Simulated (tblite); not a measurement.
C4H15NSSi2.
Atom-mapped SMILES: `[CH3:1][S:2][Si@@H:3]([SiH3:4])[NH:5][CH:6]([CH3:7])[CH3:8]` (hydrogens: H9, H10, H11 on C1; H12 on Si3; H13, H14, H15 on Si4; H16 on N5; H17 on C6; H18, H19, H20 on C7; H21, H22, H23 on C8)

Structure optimised with GFN2-xTB, isolated species.

Task: List the bond lengths, angles and torsions at this level.

Result: 
| bond | length (Å) |
| --- | --- |
| C1–S2 | 1.820 |
| S2–Si3 | 2.163 |
| Si3–Si4 | 2.311 |
| Si3–N5 | 1.717 |
| N5–C6 | 1.447 |
| C6–C7 | 1.529 |
| C6–C8 | 1.527 |
| C1–H9, C1–H10, C1–H11 | 1.086 |
| Si3–H12 | 1.471 |
| Si4–H13, Si4–H14, Si4–H15 | 1.466 |
| N5–H16 | 1.012 |
| C6–H17 | 1.096 |
| C7–H18, C7–H19, C7–H20 | 1.088 |
| C8–H21, C8–H22, C8–H23 | 1.087 |

Bonds in one row agree within 0.01 Å and their mean is given. A selection of angles:
| angle | degrees |
| --- | --- |
| S2–C1–H9 | 109.5 |
| S2–C1–H10 | 107.2 |
| H9–C1–H10 | 110.1 |
| H9–C1–H11 | 110.5 |
| C1–S2–Si3 | 99.2 |
| S2–Si3–Si4 | 112.9 |
| S2–Si3–N5 | 103.6 |
| S2–Si3–H12 | 99.7 |
| Si4–Si3–N5 | 108.0 |
| Si4–Si3–H12 | 115.9 |
| N5–Si3–H12 | 115.8 |
| Si3–Si4–H13 | 113.0 |
| Si3–Si4–H15 | 110.1 |
| H13–Si4–H14 | 106.3 |
| H13–Si4–H15 | 107.4 |
| Si3–N5–C6 | 124.3 |
| Si3–N5–H16 | 118.1 |
| C6–N5–H16 | 111.4 |
| N5–C6–C7 | 111.6 |
| N5–C6–C8 | 109.6 |
| N5–C6–H17 | 106.6 |
| C7–C6–C8 | 111.0 |
| C7–C6–H17 | 108.8 |
| C8–C6–H17 | 109.1 |
| C6–C7–H18 | 110.0 |
| C6–C7–H19 | 110.5 |
| H18–C7–H19 | 108.9 |
| C6–C8–H21 | 110.4 |
| H21–C8–H22 | 108.7 |

Dihedral angles: C1–S2–Si3–Si4 -49° (synclinal); S2–Si3–N5–C6 -173° (antiperiplanar); Si3–N5–C6–C7 -87° (synclinal).

Si4 (SiH3 silicon) is distorted tetrahedral (angles from 106.3° to 113.1°). N5 (silicon-bound nitrogen) has angles 124.3°, 118.1° and 111.4°, sum 353.8°, 0.19 Å off the plane of its three neighbours. S2 (sulfur bonded to C and Si) is bent (angle 99.2°). Si3 (SiH silicon) is distorted tetrahedral (angles from 99.7° to 115.9°). Of the pairs four or more bonds apart, Si4···H17 is among the closest relative to their van der Waals radii: 3.01 Å, 91 % of the sum of Bondi's values.

Point group: C1 (no symmetry element, even within 0.4 Å). Its GFN2-xTB frequencies are all real (lowest 32 cm⁻¹). The numbers are those of one conformer. 3 starts were optimised and ended at 0.00, 0.72 and 1.40 kcal/mol (GFN2-xTB); the lowest of these is shown.

On Arm Neoverse N1, one thread, no GPU, shared host with 64 logical CPUs at a one-minute load of 60, this took 2.5 s wall. These figures are those of the optimisation.

These are computed values.
